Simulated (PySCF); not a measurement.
PySCF 2.14 output of a UHF calculation on a single atom or ion in x2c-TZVPall (8s6p6d1f, 63 functions), with the spin-free X2C one-electron Hamiltonian (Gaussian nucleus):

```
SCF conv_tol = 1e-09
number electrons alpha = 18  beta = 16
cycle= 1 E= -2976.60189216131  delta_E= -0.00543  |g|= 0.03  |ddm|= 0.0614
cycle= 2 E= -2976.60239500753  delta_E= -0.000503  |g|= 0.00955  |ddm|= 0.0184
cycle= 3 E= -2976.60245244785  delta_E= -5.74e-05  |g|= 0.000346  |ddm|= 0.00877
cycle= 4 E= -2976.60245251382  delta_E= -6.6e-08  |g|= 9.24e-05  |ddm|= 0.000464
cycle= 5 E= -2976.60245251594  delta_E= -2.11e-09  |g|= 1.85e-05  |ddm|= 8.67e-05
cycle= 6 E= -2976.60245251612  delta_E= -1.87e-10  |g|= 2.12e-06  |ddm|= 3.73e-05
converged SCF energy = -2976.60245251612  <S^2> = 2.006427  2S+1 = 3.0042816
```

The run itself started from symmetry-adapted Hartree-Fock orbitals and held the occupation by maximum overlap, so the iterations belong to that start.

Q: Which element, charge and spin multiplicity is this?

A: Rb³⁺ (rubidium, charge +3), multiplicity 3; the state was [Ar] 3d10 4s2 4p4, high-spin 3P determinant.
